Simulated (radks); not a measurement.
Values are calculated unless marked as measured or tabulated.
Mn+, configuration [Ar] 3d4.5 4s1 4p0.5 (fractional occupations, a model configuration).

Level of theory: non-relativistic Kohn-Sham, PBEsol, spin-polarised, spherical densities, point nucleus; open shells are filled with parallel spins first (a radial shooting solver on a logarithmic mesh with Libxc functionals).

Energy parts (hartree):
| part | energy |
|---|---|
| total | -1149.19912 |
| kinetic | 1148.19522 |
| electron-nucleus | -2722.28766 |
| Hartree | 475.22347 |
| exchange-correlation | -50.33015 |

Orbitals (lengths in bohr, moments of r in powers of bohr; <r^-3> diverges for s and p1/2):
| orbital | occ. | eigenvalue (hartree) | <r^-3> | <r^4> | <r> |
|---|---|---|---|---|---|
| 1s up | 1 | -234.3947 | - | 0.00006616 | 0.06161 |
| 1s down | 1 | -234.3927 | - | 0.00006616 | 0.06161 |
| 2s up | 1 | -27.35266 | - | 0.01559 | 0.2830 |
| 2s down | 1 | -27.27221 | - | 0.01544 | 0.2824 |
| 2p up | 3 | -23.50995 | 403.2 | 0.01177 | 0.2487 |
| 2p down | 3 | -23.44885 | 404.8 | 0.01163 | 0.2481 |
| 3s up | 1 | -3.57862 | - | 1.162 | 0.8571 |
| 3s down | 1 | -3.39485 | - | 1.179 | 0.8596 |
| 3p up | 3 | -2.48088 | 50.27 | 1.597 | 0.9012 |
| 3p down | 3 | -2.29873 | 49.50 | 1.638 | 0.9055 |
| 3d up | 4.5 | -0.72877 | 4.436 | 6.375 | 1.114 |
| 3d down | 0 | -0.55182 | 4.283 | 7.466 | 1.147 |
| 4s up | 1 | -0.50729 | - | 103.9 | 2.675 |
| 4p up | 0.5 | -0.31965 | 3.635 | 239.5 | 3.254 |

The highest occupied level is 4p up at -8.698 eV. The configuration is held as typed, so some empty levels lie below it. The electron density at the nucleus is 1.055e+04 e/bohr^3. The density falls to 0.001 e/bohr^3 at r = 4.14 bohr. The spin density at the nucleus is 5.052 e/bohr^3 (1s 0.003, 2s -1.757, 3s 0.763, 4s 6.044), a Fermi contact field of 265 T. Virial ratio -V/T = 2.00087. Spin moment in Bohr magnetons: 6. Summed over all electrons, <r^2> = 29.55 bohr^2, which gives a Langevin (diamagnetic) susceptibility term of -23.4 x 10^-6 cm^3/mol.
